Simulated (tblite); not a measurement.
Compound: C₇H₁₃BSe.
Atom-mapped SMILES: `[CH3:1][C:2]#[C:3][BH:4][C@H:5]([CH3:6])[Se:7][CH2:8][CH3:9]` (hydrogens: H10, H11, H12 on C1; H13 on B4; H14 on C5; H15, H16, H17 on C6; H18, H19 on C8; H20, H21, H22 on C9)

Computed with GFN2-xTB (tblite), gas phase: L-BFGS steps from a force-field or distance-geometry start until the largest atomic force falls under 0.01 eV/Å.

Step 224: E = -706.1390 eV
```
atom  x, y, z in Å  |  force x, y, z in eV/Å
C1      3.0853   -1.0598   -1.1977    0.028  -0.028  -0.030
C2      2.0965   -0.1628   -0.6495    0.085   0.015  -0.015
C3      1.2899    0.6200   -0.2046   -0.073   0.045  -0.014
B4      0.2664    1.5718    0.3365    0.001  -0.040   0.098
C5     -0.5968    1.1612    1.5880   -0.029  -0.021   0.013
C6     -0.1516   -0.0203    2.4350    0.049   0.052  -0.040
Se7    -2.4259    0.8294    0.7858    0.006  -0.031  -0.023
C8     -2.1125   -0.7069   -0.4151   -0.025  -0.032  -0.058
C9     -1.6430   -0.3192   -1.8031    0.030   0.015  -0.057
H10     2.9349   -2.0746   -0.8279    0.010   0.009   0.011
H11     3.0233   -1.0638   -2.2865   -0.015  -0.008  -0.006
H12     4.0831   -0.7210   -0.9135   -0.032  -0.016   0.023
H13     0.0909    2.6108   -0.1781   -0.002  -0.011   0.009
H14    -0.8413    2.0118    2.2346    0.030  -0.005  -0.007
H15    -0.9116   -0.3160    3.1577   -0.032   0.036  -0.034
H16     0.0922   -0.8760    1.8083   -0.009  -0.012   0.015
H17     0.7494    0.2564    2.9817    0.010  -0.007  -0.007
H18    -3.0804   -1.2129   -0.4613    0.037   0.002   0.008
H19    -1.3929   -1.3678    0.0706   -0.025   0.043   0.036
H20    -0.6773    0.1809   -1.7565   -0.012  -0.003   0.010
H21    -1.5368   -1.2140   -2.4177   -0.015   0.032   0.016
H22    -2.3520    0.3506   -2.2876   -0.017  -0.035   0.051
```

Step 225: E = -706.1410 eV
```
atom  x, y, z in Å  |  force x, y, z in eV/Å
C1      3.0742   -1.0671   -1.1928    0.043  -0.053  -0.028
C2      2.0894   -0.1636   -0.6516    0.044   0.007  -0.006
C3      1.2806    0.6172   -0.2076   -0.024   0.031  -0.020
B4      0.2693    1.5733    0.3420   -0.051   0.014   0.079
C5     -0.5974    1.1581    1.5886   -0.035   0.023   0.053
C6     -0.1478   -0.0154    2.4428    0.007   0.019  -0.037
Se7    -2.4227    0.8138    0.7877    0.002  -0.047  -0.049
C8     -2.0937   -0.7131   -0.4249   -0.010  -0.031  -0.006
C9     -1.6501   -0.3089   -1.8165    0.037   0.032  -0.032
H10     2.9204   -2.0793   -0.8192    0.004  -0.009   0.036
H11     3.0146   -1.0809   -2.2804   -0.012   0.014  -0.049
H12     4.0708   -0.7293   -0.9071    0.004  -0.013   0.019
H13     0.1042    2.6203   -0.1621   -0.004  -0.034   0.016
H14    -0.8461    2.0080    2.2352    0.023   0.003  -0.023
H15    -0.9060   -0.2999    3.1735    0.006   0.029  -0.053
H16     0.0884   -0.8779    1.8223   -0.005  -0.012   0.028
H17     0.7570    0.2665    2.9791    0.022  -0.017   0.007
H18    -3.0505   -1.2401   -0.4616    0.026   0.011   0.004
H19    -1.3567   -1.3623    0.0529   -0.030   0.073   0.007
H20    -0.6986    0.2202   -1.7809   -0.039  -0.015   0.017
H21    -1.5233   -1.2012   -2.4297   -0.020   0.030  -0.014
H22    -2.3863    0.3398   -2.2907    0.011  -0.055   0.050
```

Step 226: E = -706.1421 eV
```
atom  x, y, z in Å  |  force x, y, z in eV/Å
C1      3.0789   -1.0710   -1.1885    0.028  -0.045  -0.020
C2      2.0949   -0.1631   -0.6528    0.024  -0.011  -0.006
C3      1.2805    0.6123   -0.2092   -0.005   0.025  -0.012
B4      0.2684    1.5670    0.3401   -0.061   0.041   0.034
C5     -0.6000    1.1546    1.5853   -0.028   0.024   0.069
C6     -0.1442   -0.0110    2.4465   -0.015   0.007  -0.015
Se7    -2.4282    0.7975    0.7961    0.015  -0.056  -0.063
C8     -2.0903   -0.7187   -0.4300    0.008  -0.036   0.006
C9     -1.6592   -0.2970   -1.8215   -0.029  -0.063   0.035
H10     2.9203   -2.0811   -0.8114    0.010  -0.009   0.043
H11     3.0217   -1.0909   -2.2760   -0.006   0.025  -0.052
H12     4.0744   -0.7334   -0.8998    0.014  -0.020   0.010
H13     0.1017    2.6122   -0.1685   -0.004  -0.038   0.022
H14    -0.8470    2.0072    2.2294    0.013   0.003  -0.033
H15    -0.9013   -0.2868    3.1816    0.013   0.015  -0.044
H16     0.0882   -0.8808    1.8347    0.001  -0.001   0.024
H17     0.7617    0.2764    2.9784    0.022  -0.022  -0.002
H18    -3.0400   -1.2591   -0.4639    0.026   0.030  -0.002
H19    -1.3433   -1.3620    0.0410   -0.030   0.083  -0.008
H20    -0.7124    0.2327   -1.7875    0.072   0.051   0.026
H21    -1.5339   -1.1803   -2.4470   -0.027   0.011  -0.017
H22    -2.4012    0.3534   -2.2780   -0.040  -0.012   0.005
```

Step 227: E = -706.1434 eV
```
atom  x, y, z in Å  |  force x, y, z in eV/Å
C1      3.0798   -1.0818   -1.1806    0.004  -0.017  -0.007
C2      2.0918   -0.1724   -0.6523    0.006  -0.020  -0.004
C3      1.2727    0.5993   -0.2106    0.017   0.007  -0.009
B4      0.2637    1.5566    0.3402   -0.044   0.035   0.002
C5     -0.6029    1.1515    1.5877   -0.024   0.007   0.060
C6     -0.1385   -0.0039    2.4568   -0.028  -0.024   0.032
Se7    -2.4293    0.7762    0.8012    0.020  -0.055  -0.056
C8     -2.0748   -0.7241   -0.4412    0.043  -0.025   0.007
C9     -1.6746   -0.2776   -1.8359   -0.046   0.013   0.055
H10     2.9224   -2.0896   -0.7963    0.012  -0.004   0.033
H11     3.0265   -1.1078   -2.2684   -0.002   0.022  -0.036
H12     4.0719   -0.7378   -0.8882    0.023  -0.028   0.000
H13     0.1010    2.5998   -0.1712   -0.014  -0.010   0.012
H14    -0.8523    2.0081    2.2251    0.003   0.001  -0.032
H15    -0.8875   -0.2680    3.2055    0.024   0.017  -0.055
H16     0.0847   -0.8849    1.8570   -0.003   0.023   0.015
H17     0.7742    0.2889    2.9744    0.017  -0.024  -0.006
H18    -3.0118   -1.2878   -0.4655    0.046   0.044  -0.010
H19    -1.3049   -1.3521    0.0157   -0.048   0.098  -0.030
H20    -0.7415    0.2827   -1.8131   -0.028  -0.009   0.035
H21    -1.5332   -1.1529   -2.4688   -0.029   0.025  -0.031
H22    -2.4477    0.3556   -2.2726    0.051  -0.076   0.025
```

Problem. Estimate the geometry and energy of step 228. (The exact step hangs on the optimiser's Hessian estimate; all steps are aligned on step 227, rigid shifts and turns removed.)

Solution. E = -706.1437 eV, largest force 0.102 eV/Å
```
atom  x, y, z in Å  |  force x, y, z in eV/Å
C1      3.1018   -1.0749   -1.1821   -0.015   0.026   0.019
C2      2.1089   -0.1680   -0.6557   -0.021  -0.028  -0.002
C3      1.2797    0.5936   -0.2140    0.033  -0.006   0.000
B4      0.2679    1.5486    0.3384   -0.007   0.023  -0.037
C5     -0.6029    1.1493    1.5834    0.001  -0.006   0.003
C6     -0.1449   -0.0088    2.4485   -0.033  -0.066   0.071
Se7    -2.4306    0.7876    0.7944   -0.027   0.017   0.003
C8     -2.0905   -0.7188   -0.4370    0.036   0.034   0.065
C9     -1.6850   -0.2833   -1.8280    0.001   0.073   0.006
H10     2.9453   -2.0822   -0.7957    0.009  -0.007   0.012
H11     3.0519   -1.0988   -2.2707    0.006   0.012  -0.009
H12     4.0913   -0.7287   -0.8828    0.020  -0.028  -0.017
H13     0.1087    2.5911   -0.1725   -0.020   0.023  -0.007
H14    -0.8445    2.0077    2.2198   -0.010   0.016  -0.011
H15    -0.8925   -0.2640    3.2006    0.009   0.004  -0.027
H16     0.0672   -0.8944    1.8519   -0.008   0.021  -0.012
H17     0.7735    0.2730    2.9604    0.037  -0.004   0.013
H18    -3.0291   -1.2712   -0.4638   -0.067  -0.036   0.011
H19    -1.3304   -1.3440    0.0293    0.050  -0.014   0.005
H20    -0.7497    0.2733   -1.8026   -0.018  -0.010   0.003
H21    -1.5512   -1.1589   -2.4584    0.008  -0.032  -0.068
H22    -2.4552    0.3500   -2.2645    0.018  -0.012  -0.023
```

The energy changes by -0.0004 eV. The first-order estimate −F·Δx gives -0.0030 eV and the mean of the old and new forces, exact on a quadratic surface, -0.0004 eV. The step makes an angle of 82° with the force vector and moves no atom by more than 0.030 Å.

The cost below is that of the whole relaxation. Time: 4.0 s. Hardware: one thread of an Arm Neoverse N1, on a shared host.
